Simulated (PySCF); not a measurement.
Species: C4H10BN.
Cartesian coordinates in Å at the PBE0-D3(BJ)/def2-SVP level; atoms count from 1:
```
atom  x, y, z in Å
C1     2.990   -0.212    0.030
C2     1.698   -0.574    0.067
B3     0.573    0.484    0.274
N4    -0.798    0.196    0.323
C5    -1.789    1.227    0.517
C6    -1.372   -1.121    0.193
H7     3.803   -0.932   -0.116
H8     3.284    0.837    0.148
H9     1.482   -1.643   -0.057
H10    0.893    1.649    0.403
H11   -2.495    1.268   -0.333
H12   -1.301    2.205    0.611
H13   -2.386    1.042    1.429
H14   -2.066   -1.168   -0.666
H15   -1.949   -1.394    1.095
H16   -0.593   -1.877    0.045
```

Level: PBE0/pcSseg-1 in PySCF, non-relativistic, on one gas-phase PBE0-D3(BJ)/def2-SVP geometry that isn't relaxed in the solvent. The solvent is an IEF-PCM continuum (cavity from Bondi-type radii × 1.2). Only the electrostatic response of the medium enters.

```json
{"run": "gas", "E − E(gas) (kJ/mol)": "0.00", "HOMO (eV)": "-6.91", "HOMO–LUMO gap (eV)": "6.28", "dipole (D)": "1.65"}
{"run": "P", "E − E(gas) (kJ/mol)": "-9.02", "HOMO (eV)": "-6.89", "HOMO–LUMO gap (eV)": "6.16", "dipole (D)": "2.15"}
{"run": "Q", "E − E(gas) (kJ/mol)": "-4.03", "HOMO (eV)": "-6.89", "HOMO–LUMO gap (eV)": "6.22", "dipole (D)": "1.87"}
```

Question: The runs were made in cyclohexane and dichloromethane. Which run belongs to which solvent?

Answer: P = dichloromethane, Q = cyclohexane. The dielectric constants are 2.017 (cyclohexane), 8.93 (dichloromethane), and the energy falls further as ε rises. In this model the ground state sees the solvent through ε alone.

Question: How constant is the ratio of the lowering to (ε − 1)/(2ε + 1)?

Answer: 
```
        solvent  (ε − 1)/(2ε + 1)  E − E(gas) (kJ/mol)  ratio (kJ/mol)  polarisation term (kJ/mol)
    cyclohexane             0.202                -4.03           -20.0                       -4.27
dichloromethane             0.420                -9.02           -21.4                      -10.25
```

The ratio changes by +7.3 % in size from cyclohexane to dichloromethane. The polarisation term is half the interaction of the solute with the induced surface charges.
